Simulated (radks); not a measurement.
The numbers below are computed, except where a source is named.
The antimony anion Sb3-, [Xe], held by a Watson sphere: a shell of charge +3 at radius R that stands for the Madelung well of a crystal (potential energy -3/R inside, -3/r outside, in hartree with lengths in bohr). Code: a radial shooting solver on a logarithmic mesh with Libxc functionals. Model: scalar-relativistic Kohn-Sham, LB94 model potential, spin-polarised, spherical densities, point nucleus. Response by self-consistent Sternheimer equations with the Hartree and adiabatic LDA kernel, the relativistic mass of each level held fixed and spin-orbit coupling left out. The sphere does not respond.

| R (bohr) | e(4d) (eV) | e(5s) (eV) | e(5p) (eV) | <r> 5p (bohr) | sum of <r^2> (bohr^2) | X-ray form factor at sin(theta)/lambda = 0.2 1/angstrom | alpha (bohr^3) |
|---|---|---|---|---|---|---|---|
| 2.68 | -39.168 | -18.635 | -10.562 | 2.813 | 86.78 | 41.009 | 53.60 |
| 3.57 | -37.243 | -16.049 | -8.577 | 3.145 | 102.0 | 40.891 | 92.64 |
| 3.88 | -36.758 | -15.361 | -7.953 | 3.252 | 107.3 | 40.898 | 111.8 |
| 4.17 | -36.344 | -14.797 | -7.411 | 3.348 | 112.3 | 40.913 | 132.8 |
| 4.84 | -35.503 | -13.725 | -6.312 | 3.553 | 123.8 | 40.957 | 195.1 |
| 5.54 | -34.764 | -12.862 | -5.371 | 3.746 | 136.1 | 40.991 | 286.1 |
